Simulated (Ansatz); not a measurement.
A nudged elastic band was laid between two geometries of BClH₆OSi (10 atoms, charge 0, multiplicity 1).

These are results of RKS BLYP-D4/def2-SVP (Ansatz 0.2.0), not measurements.

```yaml
movable_images: 7
climbing_image: yes
spring: 5.0 eV/Å²
optimiser: quadratic models (default)
start_path: through a guess of the saddle point
force_threshold: 0.03 eV/Å
iteration_limit: 60
end_points: relaxed
```

Image 0:

```xyz
10
Properties=species:S:1:pos:R:3
B -0.001 0.054 0.075
H -0.386 -0.903 0.721
Cl 1.741 -0.158 -0.580
H -0.759 0.528 -0.749
O 0.229 1.257 1.198
Si 1.778 1.952 1.673
H 2.694 0.920 2.227
H 2.340 2.737 0.545
H 1.313 2.864 2.769
H -0.530 1.376 1.803
```

Image 8:

```xyz
10
Properties=species:S:1:pos:R:3
B 0.165 1.081 -0.426
H -0.184 -1.257 1.820
Cl 1.257 -0.326 -0.678
H -0.841 1.152 -1.092
O 0.467 2.028 0.482
Si 1.784 2.230 1.558
H 1.841 1.079 2.510
H 3.056 2.343 0.778
H 1.504 3.501 2.289
H -0.631 -1.207 2.442
```

(1) Which bonds break or form, and what moves?

(2) What energy profile does the band end with?

(3) What is the geometry of the highest image?

The band took 37 iterations and roughly 11 core-minutes.

## Answers

(1) Bonds broken: B1–H2, O5–H10. Bonds formed: H2–H10. BClH6OSi becomes BClH4OSi + H2.

(2) The forces met the threshold. The highest image is number 3 of 0 to 8, 0.90 eV above the first end and 1.86 eV above the last; the last end lies 0.96 eV below the first. Neighbouring images differ by up to 1.3 eV, so the band resolves the path poorly. A vibrational analysis at the climbing image gives one clearly imaginary mode, 1355i cm⁻¹: a first-order saddle point. The orbitals stay closed-shell, which can raise the energy where a bond breaks towards radicals; this wasn't checked here.

| image | path coordinate (Å) | energy (eV) | B1–H2 (Å) | O5–H10 (Å) | H2–H10 (Å) |
| --- | --- | --- | --- | --- | --- |
| 0 | 0.00 | 0.00 | 1.22 | 0.98 | 2.53 |
| 1 | 0.66 | 0.00 | 1.22 | 0.98 | 2.40 |
| 2 | 1.31 | 0.15 | 1.23 | 0.98 | 1.82 |
| 3 | 1.97 | 0.90 | 1.38 | 1.25 | 1.06 |
| 4 | 2.70 | -0.38 | 1.98 | 1.94 | 0.77 |
| 5 | 3.42 | -0.87 | 2.59 | 2.54 | 0.76 |
| 6 | 4.14 | -0.95 | 3.03 | 3.08 | 0.77 |
| 7 | 4.87 | -0.96 | 3.06 | 3.47 | 0.77 |
| 8 | 5.59 | -0.96 | 3.26 | 3.94 | 0.77 |

(3) 
```xyz
10
Properties=species:S:1:pos:R:3
B 0.070 0.282 0.053
H -0.431 -0.660 0.923
Cl 1.638 -0.326 -0.646
H -0.810 0.569 -0.724
O 0.256 1.329 1.212
Si 1.690 2.130 1.723
H 2.703 1.153 2.228
H 2.228 2.924 0.578
H 1.251 3.029 2.833
H -0.176 0.195 1.502
```

Run time: 5.7 min on 2 threads of Arm Neoverse V2 (shared host), peak memory 0.13 GiB.
